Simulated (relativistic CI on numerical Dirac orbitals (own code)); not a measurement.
# What each ingredient does to the levels of I

Base calculation: Dirac-Coulomb-Breit CI, separate exchange-only KLI orbitals for each configuration, QED by a radiative potential, valence Slater integrals scaled by 0.85, P86 correlation energy added to each configuration.

Configurations in the expansion (outside the closed core [Kr] 4d10): 5s²5p⁵, 5s²5p⁴6s, 5s²5p⁴6p, 5s²5p⁴5d, 5s²5p⁴7p, 5s5p⁶, 5s²5p⁴7s, 5s²5p⁴6d, 5s²5p⁴4f, 5s²5p⁴7d, 5s²5p⁴5f, 5s²5p⁴5g, 5s²5p⁴6f, 5s²5p⁴7f, 5s²5p³5d², 5s²5p²5d²6s, 5s²5p²5d²6p, 5s²5p²5d³, 5s²5p²5d²7p, 5s²5p²5d²7s. Double excitations out of closed p, d and f shells are left out; levels of such configurations are missing from the list, as are those of other unlisted configurations, and high levels can miss mixing partners. These lack a partner that the ground configuration has and come out too high: 5s²5p⁴6d, 5s²5p⁴4f, 5s²5p⁴7d, 5s²5p⁴5f, 5s²5p⁴5g.

The lowest level and the first level of each name with at least 55 % of one term (blank where a level has no safe partner in the second run):

```csv
Level,Base (cm⁻¹),Shift (cm⁻¹)
5s²5p⁵ ²P°3/2,0.0,0.0
5s²5p⁵ ²P°1/2,7686.7,-247.4
5s²5p⁴6s ⁴P5/2,55195.2,+738.9
5s²5p⁴6s ²P3/2,56876.1,+853.7
5s²5p⁴6s ⁴P1/2,61443.3,+962.1
5s²5p⁴6s ⁴P3/2,62483.6,+1002.4
5s²5p⁴6s ²P1/2,64041.5,+1115.7
5s²5p⁴6p ⁴P°5/2,64313.4,+1727.7
5s²5p⁴6p ⁴D°7/2,65016.0,+1751.8
5s²5p⁴6p ²D°5/2,65101.2,+1794.9
5s²5p⁴5d ⁴D7/2,67472.2,-156.8
5s²5p⁴5d ⁴D5/2,67581.4,-136.0
5s²5p⁴5d ⁴F9/2,68745.9,+91.2
5s²5p⁴5d ²F7/2,69832.4,+97.6
5s²5p⁴6s ²D5/2,70071.0,+757.2
5s²5p⁴6p ⁴D°3/2,71338.8,+2029.9
5s²5p⁴7s ⁴P5/2,71427.5,+2039.4
5s²5p⁴6p ⁴D°5/2,71868.7,+2078.9
5s²5p⁴7s ²P3/2,71993.2,+2046.4
5s²5p⁴6p ²D°3/2,72379.4,+2165.9
5s²5p⁴7p ⁴P°5/2,74468.3,+2396.8
5s²5p⁴7p ⁴D°7/2,74671.5,+2400.3
```

For a near-neutral ion this model can misplace configurations by up to about 10,000 cm⁻¹ (more where the count of f electrons changes) and terms by 10 to 25 % of their spread. Rates follow the energies as ν³ (E1, M1) or ν⁵ (E2), so they and the lifetimes can be off by large factors. The fine structure of a lone outer electron comes out too small, for d and f at times inverted, and misplaced configurations move strength between like terms. 19 of the 33 excited levels that our extract of the measured tables holds in this range could be paired (the sources list more); they are missed by 570 cm⁻¹ on average and 1483 at most, and levels without a partner can miss by more.

Task: One thing was changed in a second run, which moved the levels as shown. Which?
A. self-excluded LDA correlation estimate
B. one mean potential for all configurations
C. QED terms removed
D. configuration mixing switched off
E. Breit term removed
F. Slater integrals left unscaled

Result: B. One mean potential for all configurations. One potential for all configurations removes the relaxation of the orbitals, which moves whole configurations and changes the integrals a little.

LS names give the leading component of a level, which can be under half, so a name can repeat, a term be missing and a line seem to break the LS rules.
